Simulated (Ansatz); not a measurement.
Consider the formal hydrolysis of the Si–Se bond: `[SeH][SiH2][TeH]` + H₂O → `O[SiH2][TeH]` + H₂Se.

Calculated with Ansatz (gas phase, PBE0-D4/def2-TZVP geometries, no zero-point term in ΔE). CBS: MP2 limit from def2 TZ/QZ plus the TZ coupled-cluster correction, frozen cores. This one scheme is used for every species. DFT in def2-TZVPP. Elements past krypton have def2 core potentials. For Se, Te outer-core shells are correlated without core-valence functions, which leaves a few kJ/mol of doubt a bond. Scalar relativity is left out up to krypton. Each species was taken in one conformer, which may not be the lowest.

```json
{"level": "LDA (SPW92)", "ΔE (eV)": "-0.30"}
{"level": "r2SCANh-D4", "ΔE (eV)": "-0.30"}
{"level": "ωB97M-V", "ΔE (eV)": "-0.33"}
{"level": "B2PLYP", "ΔE (eV)": "-0.36"}
{"level": "RPA@PBE/def2-TZVPP", "ΔE (eV)": "-0.34"}
{"level": "MP2/def2-SVP", "ΔE (eV)": "-0.29"}
{"level": "HF/def2-TZVPP", "ΔE (eV)": "-0.47"}
{"level": "CCSD/CBS(def2)", "ΔE (eV)": "-0.27"}
```

(1) What does CCSD(T)/CBS give? (An estimate is asked.)

(2) What do rigid-rotor, harmonic-oscillator terms from PBE0-D4/def2-TZVP frequencies (298.15 K, 1 bar) make of the CCSD(T)/CBS value? (Best estimate.)

Largest T1 diagnostic among the species: 0.011.

## Answers

(1) Computed: -0.24 eV. The listed levels differ from it by -0.06, -0.06, -0.09, -0.12, -0.10, -0.05, -0.23, -0.03 eV.

(2) Ansatz gave: ΔZPE = -0.05 eV, ΔH = -0.31 eV, ΔS = 3 J/(mol·K), ΔG = -0.32 eV.

Leaving LDA and LC-ωPBE aside and taking each functional with its dispersion term where it has one, the values, not all of them listed here, spread over 0.22 eV, from CAM-B3LYP-D4 to revPBE-D4. LDA lies −0.05 eV from PBE without D4. The D4 term adds +0.07 eV with B3LYP and +0.04 eV with PBE0; it sums over pairs of atoms, weighted by their polarisabilities, and B3LYP, whose exchange is more repulsive, gets the larger term.

B3LYP here is the variant with VWN-RPA as its local correlation; programs differ in this.
